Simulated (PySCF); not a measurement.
PGMEA, C₆H₁₂O₃, SMILES COCC(C)OC(C)=O, GFN2-xTB optimised geometry. Atoms within 1.6 Å of the plane z = 0.0 Å (x, y, z in Å): C1 (0.22, -1.97, 1.29), O2 (-0.27, -0.66, 1.15), C3 (0.22, -0.01, 0.00), C4 (-0.28, 1.43, 0.00), C5 (-1.80, 1.50, -0.05), O6 (0.22, 2.11, -1.16), C7 (1.47, 2.60, -1.10), O9 (2.20, 2.49, -0.15), H10 (1.31, -1.98, 1.37), H11 (-0.08, -2.60, 0.43), H13 (-0.12, -0.53, -0.91), H14 (1.32, -0.01, 0.00), H15 (0.10, 1.93, 0.90), H16 (-2.13, 2.53, 0.02), H17 (-2.16, 1.07, -0.98), H18 (-2.20, 0.93, 0.79).

Computed with PySCF with B3LYP/def2-SVP. Cells within 0.4 Å of a nucleus heavier than hydrogen are left out (blank, or x).

Map of the log10 of the electron density (e/bohr³), floored at −4 on the plane z = 0.0 Å:

```
|00000000000000000000000000000|
|00000000000000000000000000000|
|00000000000000001122221000000|
|00000012221100112334443210000|
|00000234443212223455665420000|
|00001345654333344567876531000|
|00002457776544555679998642000|
|00012468987666665689xx8642000|
|00012468988777776679x98642000|
|000134679x888x886567886531000|
|00013467xxx89xx86556665420000|
|0001246788888x986555443200000|
|00012457777778887765432000000|
|000023456656789x8876531000000|
|00001234444568xx9997531000000|
|000001223345688x8886531000000|
|00000001123567877765421000000|
|00000000013456666544320000000|
|00000000012345554433210000000|
|00000000002345655432210000000|
|00000000012456665432100000000|
|00000000012457765432100000000|
|00000000002456665321000000000|
|00000000001345554310000000000|
|00000000001234433100000000000|
|00000000000112221000000000000|
|00000000000000000000000000000|
|00000000000000000000000000000|
|00000000000000000000000000000|
```
Scale: ten equal steps from -4.00 (start of '0') to -0.218 (end of '9'), in the order '0123456789'; x runs from -5.00 to 5.00, y from -5.00 (bottom) to 5.00 (top).
